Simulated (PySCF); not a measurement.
# KSi⁺: input and log

State: ³Π (triplet), unpaired electrons σ ↑, π ↑.

An equivalent input (the run itself took its basis sets from the Basis Set Exchange, started from a PBE0 density and held the occupation σ 10α 9β, πx 3α 3β, πy 4α 3β):

```python
from pyscf import gto, scf, cc
mol = gto.M(atom='K 0 0 0; Si 0 0 3.668', basis={'K': 'aug-pcseg-1', 'Si': 'aug-pcseg-1'},
            charge=1, spin=2, verbose=4, symmetry='C2v')
mf = scf.UHF(mol)
mf.irrep_nelec = {'A1': (10, 9), 'B1': (3, 3), 'B2': (4, 3)}
mf.conv_tol = 1e-9
mf.max_cycle = 60
mf.diis_space = 10
mf.kernel()
mycc = cc.CCSD(mf, frozen=[[0, 1, 2, 3, 4, 5, 6, 7, 8, 9], [0, 1, 2, 3, 4, 5, 6, 7, 8, 9]])
mycc.run(conv_tol=1e-7, conv_tol_normt=1e-5, max_cycle=80, diis_space=8)
et = mycc.ccsd_t()
```

The SCF ended at -887.75233608 hartree. The coupled-cluster part of the log:

```
******** <class 'pyscf.cc.uccsd.UCCSD'> ********
CC2 = 0
CCSD nocc = (7, 5), nmo = (50, 50)
frozen orbitals [[0, 1, 2, 3, 4, 5, 6, 7, 8, 9], [0, 1, 2, 3, 4, 5, 6, 7, 8, 9]]
max_cycle = 80
direct = 0
conv_tol = 1e-07
conv_tol_normt = 1e-05
diis_space = 8
diis_start_cycle = 0
diis_start_energy_diff = 1e+09
Init t2, MP2 energy = -0.158074369033875
Init E_corr(UCCSD) = -0.158074369034372
cycle = 1  E_corr(UCCSD) = -0.18180734608792  dE = -0.0237329771  norm(t1,t2) = 0.0594318
cycle = 2  E_corr(UCCSD) = -0.186847207805158  dE = -0.00503986172  norm(t1,t2) = 0.0227766
cycle = 3  E_corr(UCCSD) = -0.189595217839001  dE = -0.00274801003  norm(t1,t2) = 0.0109361
cycle = 4  E_corr(UCCSD) = -0.189533376975654  dE = 6.18408633e-05  norm(t1,t2) = 0.00260331
cycle = 5  E_corr(UCCSD) = -0.189558958822738  dE = -2.55818471e-05  norm(t1,t2) = 0.000694756
cycle = 6  E_corr(UCCSD) = -0.189557989171089  dE = 9.69651649e-07  norm(t1,t2) = 0.000284659
cycle = 7  E_corr(UCCSD) = -0.189553870915735  dE = 4.11825535e-06  norm(t1,t2) = 0.000123593
cycle = 8  E_corr(UCCSD) = -0.189555657885753  dE = -1.78697002e-06  norm(t1,t2) = 4.11104e-05
cycle = 9  E_corr(UCCSD) = -0.189556294111915  dE = -6.36226161e-07  norm(t1,t2) = 1.49805e-05
cycle = 10  E_corr(UCCSD) = -0.189555983186673  dE = 3.10925241e-07  norm(t1,t2) = 4.63571e-06
cycle = 11  E_corr(UCCSD) = -0.189555886446895  dE = 9.67397784e-08  norm(t1,t2) = 1.65543e-06
UCCSD converged
E(UCCSD) = -887.9418919656343  E_corr = -0.1895558864468949
UCCSD(T) correction = -0.00229082930232787
```

T1 diagnostic 0.007, D1 0.026, 12 electrons correlated.

Repeating this along the bond gives Re = 3.776 Å and ωe = 89.0 cm⁻¹.

A point of this curve took 11 CPU seconds beside 0.31 for the integrals, on Arm Neoverse N1 (shared host).

Correlated steps freeze 10 core orbitals. The state is the lowest determinant that a PBE0 search found; another state may lie lower at other levels.
